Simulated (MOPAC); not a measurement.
MOPAC input (MNDO):

```
MNDO 1SCF CHARGE=-1 GEO-OK AUX(PRECISION=9) THREADS=1
C3H7Si

C    -2.15981200 1    0.73280800 1   -0.13406400 1
C    -1.28937500 1   -0.15323500 1    0.37829600 1
C    -0.14420800 1   -0.74264900 1   -0.44118500 1
Si    1.44674900 1    0.12106000 1    0.02599300 1
H    -2.88126500 1    1.03651800 1    0.65544400 1
H    -1.26814100 1   -0.51685100 1    1.42476000 1
H    -0.02924400 1   -1.82731300 1   -0.30039500 1
H    -0.34555900 1   -0.55464700 1   -1.50104500 1
H     2.68591000 1   -0.46749300 1   -0.59785400 1
H     1.44380800 1    1.55611100 1   -0.35843100 1
H     1.70037900 1    0.05729600 1    1.49533700 1
```

From the output:

```
                                                       MOPAC v23.2.5 Linux

          FINAL HEAT OF FORMATION =         65.58110 KCAL/MOL =     274.39132 KJ/MOL

          COSMO AREA              =        128.00 SQUARE ANGSTROMS
          COSMO VOLUME            =        119.53 CUBIC ANGSTROMS

          IONIZATION POTENTIAL    =          1.622221 EV
          HOMO LUMO ENERGIES (EV) =         -1.622  5.841
          NO. OF FILLED LEVELS    =         12
          MOLECULAR WEIGHT        =         71.1738         POINT GROUP:  C1

          MOLECULAR DIMENSIONS (Angstroms)

            Atom       Atom       Distance
            H     9    H     5     5.90138
            H     7    H    10     3.65097
            H    11    H     8     3.29536

          SCF CALCULATIONS        =          1

   ATOM   CHEMICAL          X               Y               Z
  NUMBER   SYMBOL      (ANGSTROMS)     (ANGSTROMS)     (ANGSTROMS)

     1       C         -2.15981200  *   0.73280800  *  -0.13406400  *
     2       C         -1.28937500  *  -0.15323500  *   0.37829600  *
     3       C         -0.14420800  *  -0.74264900  *  -0.44118500  *
     4      Si          1.44674900  *   0.12106000  *   0.02599300  *
     5       H         -2.88126500  *   1.03651800  *   0.65544400  *
     6       H         -1.26814100  *  -0.51685100  *   1.42476000  *
     7       H         -0.02924400  *  -1.82731300  *  -0.30039500  *
     8       H         -0.34555900  *  -0.55464700  *  -1.50104500  *
     9       H          2.68591000  *  -0.46749300  *  -0.59785400  *
    10       H          1.44380800  *   1.55611100  *  -0.35843100  *
    11       H          1.70037900  *   0.05729600  *   1.49533700  *

                             CARTESIAN COORDINATES

   1    C       -2.159812000     0.732808000    -0.134064000
   2    C       -1.289375000    -0.153235000     0.378296000
   3    C       -0.144208000    -0.742649000    -0.441185000
   4   Si        1.446749000     0.121060000     0.025993000
   5    H       -2.881265000     1.036518000     0.655444000
   6    H       -1.268141000    -0.516851000     1.424760000
   7    H       -0.029244000    -1.827313000    -0.300395000
   8    H       -0.345559000    -0.554647000    -1.501045000
   9    H        2.685910000    -0.467493000    -0.597854000
  10    H        1.443808000     1.556111000    -0.358431000
  11    H        1.700379000     0.057296000     1.495337000

           Empirical Formula: C3 H7 Si  =    11 atoms

      MOLECULAR POINT GROUP   :   C1

                  EIGENVALUES
 -30.73227 -22.49588 -14.57965 -13.20689  -9.91736  -7.95828  -7.75060  -7.45131
  -7.24628  -6.18591  -2.78582  -1.62222   5.84103   6.00237   6.44968   7.18855
   8.61110   9.06719   9.63038  10.89843  11.14538  12.17609  14.02250

              NET ATOMIC CHARGES AND DIPOLE CONTRIBUTIONS

  ATOM NO.   TYPE          CHARGE      No. of ELECS.   s-Pop       p-Pop
    1          C          -0.391894        4.3919     1.52279     2.86910
    2          C          -0.350146        4.3501     1.22213     3.12802
    3          C          -0.241258        4.2413     1.24742     2.99384
    4         Si           1.385168        2.6148     1.05919     1.55565
    5          H          -0.100915        1.1009     1.10092
    6          H          -0.064028        1.0640     1.06403
    7          H          -0.051050        1.0511     1.05105
    8          H          -0.008797        1.0088     1.00880
    9          H          -0.417639        1.4176     1.41764
   10          H          -0.370097        1.3701     1.37010
   11          H          -0.389344        1.3893     1.38934
 DIPOLE           X         Y         Z       TOTAL
 POINT-CHG.     6.619    -1.215    -1.333     6.860
 HYBRID         0.057    -0.943     1.721     1.964
 SUM            6.676    -2.158     0.388     7.027

          ATOMIC ORBITAL ELECTRON POPULATIONS

     Atom    s        px        py        pz
    1  C   1.52279   0.73820   0.80005   1.33085
    2  C   1.22213   1.07611   1.17561   0.87629
    3  C   1.24742   1.10668   0.92239   0.96477
    4 Si   1.05919   0.55703   0.52098   0.47763
    5  H   1.10092
    6  H   1.06403
    7  H   1.05105
    8  H   1.00880
    9  H   1.41764
   10  H   1.37010
   11  H   1.38934

 **********************
 *                    *
 * JOB ENDED NORMALLY *
 *                    *
 **********************

 == MOPAC DONE ==
```

The dipole moment of an ion depends on the origin.

The geometry given is a B3LYP-D3(BJ)/def2-TZVP minimum.
